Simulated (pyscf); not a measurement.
F–GeH(F)–F + GeH₂ [singlet] -> F–GeH₂–GeH(F)–F, an insertion (singlet surface; F–Ge broken, F–Ge, Ge–Ge formed). Optimised with ωB97X-D3(BJ)/def2-SVP in PySCF. Energies in kJ/mol from the separated reactants.

Small-basis levels: PySCF, no dispersion term, spherical d functions. AM1 to PM7: differences of heats of formation from MOPAC. GFN2-xTB: tblite. 

```csv
level,barrier,reaction energy
HF/3-21G,13.2,-116.7
HF/6-31G*+LANL2DZ,39.2,-108.4
MP2/6-31G*+LANL2DZ,5.3,-128.3
SVWN5/6-31G*+LANL2DZ,-63.3,-177.7
BP86/6-31G*+LANL2DZ,-21.9,-146.5
PBE/6-31G*+LANL2DZ,-32.9,-157.6
B3LYP/6-31G*+LANL2DZ,-6.3,-131.9
GFN2-xTB,-10.1,-148.4
PM7,-47.8,-266.8
ωB97M-D3(BJ)/def2-TZVP,-1.6,-158.0
```

Against the last row the barrier runs from -61.7 (SVWN5/6-31G*+LANL2DZ) to +40.8 kJ/mol (HF/6-31G*+LANL2DZ). ωB97M-D3(BJ)/def2-TZVP has limits of its own. On the reactant side the descent ends in a complex, 26.2 kJ/mol under the separated species and 7.4 kJ/mol under the saddle at ωB97X-D3(BJ)/def2-TZVP. At ωB97M-D3(BJ) the saddle lies under the separated reactants, which points to a path from their complex (located at ωB97X-D3(BJ) alone). At ωB97X-D3(BJ) the barrier from the zero used here is -18.8 kJ/mol. One saddle was located; it need not be the lowest between these sides. In the def2 sets elements up to Kr have no core potential.
